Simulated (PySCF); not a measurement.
Stretching NbO

Set-up: Nb cc-pVDZ-PP with ECP28, O cc-pVDZ; scalar-relativistic core potentials (PySCF 2.14). Energies in eV from Nb (4d4 5s1) + O in their ground configurations at the same level. All curves are PBE0. state 1: ⁴Σ⁻ (quartet), unpaired electrons σ ↑, δ ↑↑; state 2: Ms = 0.5 determinant of mixed spin (⟨S²⟩ near 1.8), unpaired electrons δ ↑, a second solution, started from another occupation; state 3: ²Δ (doublet), unpaired electrons δ ↑, a second solution, started from another occupation; state 4: quartet, unpaired electrons σ ↑, π ↑, δ ↑, a mixture of terms (⟨Lz²⟩ = 4.8), a second solution, started from another occupation.

```tsv
R (Å)	state 1	state 2	state 3	state 4
1.452	-5.201	-4.414	-4.307	-3.415
1.520	-6.359	-5.547	-5.434	-4.693
1.588	-7.008	-6.172	-6.039	-5.468
1.638	-7.239	-6.385	-6.232	-5.793
1.689	-7.301	-6.428	-6.253	-5.947
1.740	-7.229	-6.337	-6.139	-5.964
1.807	-6.978	-6.057	-5.831	-5.822
1.892	-6.493	-5.529	-5.275	-5.460
1.993	-5.779	-4.749	-4.479	-4.877
2.128	-4.776	-3.651	-3.414	-4.085
```

Q: Put a parabola through the three lowest points of the state 1 curve and estimate Re, k and ωe (reduced mass 13.65 u; 1 eV/Å² = 0.16022 mdyn/Å; ωe = 1302.8·√(k/μ) cm⁻¹).

A: Through R = 1.638, 1.689, 1.74 Å the second-order coefficient is 25.8 eV/Å², so Re ≈ 1.687 Å, k ≈ 8.25 mdyn/Å and ωe ≈ 1013 cm⁻¹. A polynomial fit of higher order to the unrounded PBE0 energies gives Re = 1.685 Å, k = 8.46 mdyn/Å, ωe = 1026 cm⁻¹; anharmonicity and rounding make the difference.

The higher-order fit for each curve: state 1: Re = 1.685 Å, ωe = 1026 cm⁻¹, De = 7.30 eV; state 2: Re = 1.678 Å, ωe = 1046 cm⁻¹, minimum 6.43 eV below the ground-state fragments; state 3: Re = 1.670 Å, ωe = 1068 cm⁻¹, minimum 6.26 eV below the ground-state fragments; state 4: Re = 1.721 Å, ωe = 958 cm⁻¹, minimum 5.97 eV below the ground-state fragments.

The metal atom is held in its measured ground configuration; semilocal functionals can put another filling of s and d lower by some tenths of an eV, and De to that atom would be smaller. ⟨S²⟩ of the unrestricted solution departs from its pure value on part of the curve, where spin states mix. These are scalar-relativistic numbers at best; spin–orbit coupling would shift them, the dissociation energy most. The state is the lowest single determinant that the PBE0 search found; with open d or f shells the true ground state can be another one.
